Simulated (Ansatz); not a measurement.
The cluster Li5, relaxed as a quartet with UKS PBE/def2-TZVP in Ansatz, starting from the PBE/def2-TZVP geometry of the neutral doublet. Force threshold 0.02 eV/Å.

At PBE/def2-TZVP a doublet of charge 0 lies 0.12 eV below the quartet, each at its own geometry. The structure comes from a short search, and lower isomers may exist.

Start:

Cartesian coordinates in Å:
```
Li 0.4386 -1.1176 -2.2745
Li -0.4738 1.1039 2.2728
Li -0.1733 -1.5472 0.7154
Li -1.1923 1.0073 -0.7372
Li 1.4007 0.5536 0.0235
```

```tsv
step	energy (eV)	largest force component (eV/Å)	SCF passes
1	-1018.5721	0.314	29
2	-1018.6848	0.067	30
3	-1018.6948	0.025	30
4	-1018.6961	0.002	26
```

Force components are those of the run's own axes.

End:

```xyz
5

Li    0.4165   -1.0041   -2.0584
Li   -0.4170    1.0042    2.0584
Li   -0.3222   -1.5693    0.7003
Li   -1.3019    0.9233   -0.7141
Li    1.6246    0.6460    0.0139
```

By distances, no bond broke or formed. The bond that changes most is Li3–Li5, from 2.71 to 3.03 Å (atoms count from 1).

No frequencies were taken in this run, so the end may be a saddle point.

Hardware: 4 threads of Intel Xeon Platinum 8488C on a shared host. Wall time 2.8 s.
